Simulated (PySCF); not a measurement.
In(Cl)(NH2)2 (ClH4InN2), SMILES [NH2][In]([NH2])[Cl].

Geometry: PBE0-D3(BJ)/def2-SVP. The structure was generated by enumeration; whether it is a known compound was not checked. The def2 effective core potentials stand for the cores of In; spin–orbit coupling is left out. The values are those of a single conformer.

Method: TDA-PBE/def2-SVPD run with PySCF.

Vertical excitations. Isolated molecule, no solvent. State labels are in the subgroup Cs.

**Question.** Give excitation energies, oscillator strengths and character. (The exact figures need the calculation; the answer reports its results.)

**Answer.** 
```json
[
 {"state": "S1", "symmetry": "A\"", "energy (eV)": "4.08", "λ (nm)": "304", "f": "0.038", "main pairs": "HOMO→LUMO 90 %"},
 {"state": "S2", "symmetry": "A'", "energy (eV)": "4.47", "λ (nm)": "278", "f": "0.034", "main pairs": "HOMO−1→LUMO 92 %"},
 {"state": "S3", "symmetry": "A\"", "energy (eV)": "4.85", "λ (nm)": "255", "f": "0.014", "main pairs": "HOMO−2→LUMO 98 %"},
 {"state": "S4", "symmetry": "A'", "energy (eV)": "5.13", "λ (nm)": "242", "f": "0.037", "main pairs": "HOMO−3→LUMO 93 %"},
 {"state": "S5", "symmetry": "A\"", "energy (eV)": "5.41", "λ (nm)": "229", "f": "0.061", "main pairs": "HOMO→LUMO+1 81 %"},
 {"state": "S6", "symmetry": "A'", "energy (eV)": "5.82", "λ (nm)": "213", "f": "0.022", "main pairs": "HOMO−1→LUMO+1 75 %"},
 {"state": "S7", "symmetry": "A\"", "energy (eV)": "5.83", "λ (nm)": "213", "f": "0.003", "main pairs": "HOMO→LUMO+2 96 %"},
 {"state": "S8", "symmetry": "A\"", "energy (eV)": "6.05", "λ (nm)": "205", "f": "0.017", "main pairs": "HOMO−2→LUMO+1 94 %"},
 {"state": "S9", "symmetry": "A'", "energy (eV)": "6.22", "λ (nm)": "199", "f": "0.016", "main pairs": "HOMO→LUMO+3 36 %, HOMO−4→LUMO 29 %, HOMO−1→LUMO+2 23 %, HOMO−3→LUMO+1 10 %"},
 {"state": "S10", "symmetry": "A'", "energy (eV)": "6.32", "λ (nm)": "196", "f": "0.084", "main pairs": "HOMO→LUMO+3 48 %, HOMO−1→LUMO+2 48 %"},
 {"state": "T1", "symmetry": "A\"", "energy (eV)": "3.41", "λ (nm)": "364", "f": "0", "main pairs": "HOMO→LUMO 99 %"},
 {"state": "T2", "symmetry": "A'", "energy (eV)": "3.87", "λ (nm)": "320", "f": "0", "main pairs": "HOMO−1→LUMO 98 %"},
 {"state": "T3", "symmetry": "A\"", "energy (eV)": "4.63", "λ (nm)": "268", "f": "0", "main pairs": "HOMO−2→LUMO 99 %"},
 {"state": "T4", "symmetry": "A\"", "energy (eV)": "4.71", "λ (nm)": "263", "f": "0", "main pairs": "HOMO→LUMO+1 98 %"}
]
```
Triplets are in the Tamm–Dancoff approximation.
